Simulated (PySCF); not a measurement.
Computed IR spectrum (relative IR intensity) of a molecule C5H7FO. Coordinates come from a B3LYP-D3(BJ)/def2-SVP optimisation. The values are those of a single conformer. Level of theory: B3LYP-D3(BJ)/def2-SVP (PySCF). No scaling factor is applied to the harmonic values.

```csv
ν (cm⁻¹),relative intensity
235,2.5
432,6.3
449,3.1
595,5.4
789,5.9
836,7.3
950,27
971,30
1016,3.2
1050,8.1
1065,12
1093,17
1170,17
1185,52
1241,31
1358,8.8
1383,13
1396,81
1432,7.4
1447,11
1469,41
1827,100
3104,3.8
3128,3.8
3152,8.7
3162,12
```

Pick the molecule that these values belong to.
A) O=C[C@H](F)C1CC1
B) CC[C@@H]1C=C(F)O1
C) C=C=C(F)COC
D) CC(=O)[C@H]1C[C@H]1F

D, CC(=O)[C@H]1C[C@H]1F
